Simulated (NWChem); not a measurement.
Species: C4H7F; SMILES C(=C\C)(/F)C

Results from NWChem. Structure relaxed at the PBE0/def2-SVP level. Level: PBE0/def2-SVP with SMD, gas-phase geometry; reactions with the solvents are ignored.

| SMD term (kcal/mol) | water | toluene |
|---|---|---|
| distortion of the solute's density | 0.42 | 0.12 |
| polarisation | -3.48 | -1.82 |
| cavity, dispersion and structure | 3.75 | -1.33 |

Task: Sum the solvation free energies, find the transfer free energy from water to toluene and the partition coefficient at 298.15 K.

Result: 
1. ΔG(solv, water) = 0.69 kcal/mol and ΔG(solv, toluene) = -3.03 kcal/mol (1 M gas to 1 M solution).
2. Transfer: -3.03 − (0.69) = -3.72 kcal/mol.
3. log₁₀ K(toluene/water) = −ΔG/(RT ln 10) = 3.72/1.364 = 2.7, so the model puts more of the solute in toluene.
4. Of the transfer energy, 1.36 kcal/mol is electrostatic and -5.08 comes from the non-electrostatic term. The two phases are taken as the pure solvents.
